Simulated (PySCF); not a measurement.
# SMILES [SiH3]C1=CC=[O+]C=C1, [C5H7OSi]+, charge +1

Molfile (atoms numbered from 1):
```
C5H7OSi
     RDKit          3D

 14 14  0  0  0  0  0  0  0  0999 V2000
    2.6228   -0.1872    0.0161 Si  0  0  0  0  0  4  0  0  0  0  0  0
    0.7039   -0.1297   -0.0914 C   0  0  0  0  0  0  0  0  0  0  0  0
   -0.0145    1.0712    0.0650 C   0  0  0  0  0  0  0  0  0  0  0  0
   -1.3871    1.0555   -0.0041 C   0  0  0  0  0  0  0  0  0  0  0  0
   -2.0423   -0.0690   -0.2154 O   0  0  0  0  0  0  0  0  0  0  0  0
   -1.4197   -1.2225   -0.3698 C   0  0  0  0  0  0  0  0  0  0  0  0
   -0.0498   -1.2992   -0.3156 C   0  0  0  0  0  0  0  0  0  0  0  0
    2.9244   -0.8910    1.2924 H   0  0  0  0  0  0  0  0  0  0  0  0
    3.0776   -0.9685   -1.1641 H   0  0  0  0  0  0  0  0  0  0  0  0
    3.0897    1.2217    0.0108 H   0  0  0  0  0  0  0  0  0  0  0  0
    0.4872    2.0259    0.2392 H   0  0  0  0  0  0  0  0  0  0  0  0
   -2.0484    1.9185    0.1009 H   0  0  0  0  0  0  0  0  0  0  0  0
   -2.1068   -2.0549   -0.5369 H   0  0  0  0  0  0  0  0  0  0  0  0
    0.4210   -2.2760   -0.4517 H   0  0  0  0  0  0  0  0  0  0  0  0
  1  2  1  0
  2  3  2  0
  3  4  1  0
  4  5  2  0
  5  6  1  0
  6  7  2  0
  7  2  1  0
  1  8  1  0
  1  9  1  0
  1 10  1  0
  3 11  1  0
  4 12  1  0
  6 13  1  0
  7 14  1  0
M  CHG  1   5   1
M  END
```

Level of theory: PySCF, quadratic response CAM-B3LYP/aug-cc-pVDZ first hyperpolarisability, Taylor convention, gas phase. Geometry: PBE0-D3(BJ)/def2-SVP.

Task: Give the tensor of the second harmonic β(−2ω;ω,ω) at 1064 nm in the axes of these coordinates.

Result: In au, Taylor convention; rows are the first index (the induced dipole):
|  | xx | yy | zz | xy | xz | yz |
| --- | --- | --- | --- | --- | --- | --- |
| x | +220.9 | -64.3 | -16.1 | -43.5 | +31.4 | -11.0 |
| y | -43.1 | +1.0 | +7.2 | -63.8 | -11.1 | -2.8 |
| z | +31.9 | -2.9 | -2.2 | -11.1 | -14.9 | +7.2 |

Norm of βᵢ = ⅓ Σⱼ (βᵢⱼⱼ + βⱼᵢⱼ + βⱼⱼᵢ): 148.3 au, hyper-Rayleigh value 92.0 au.
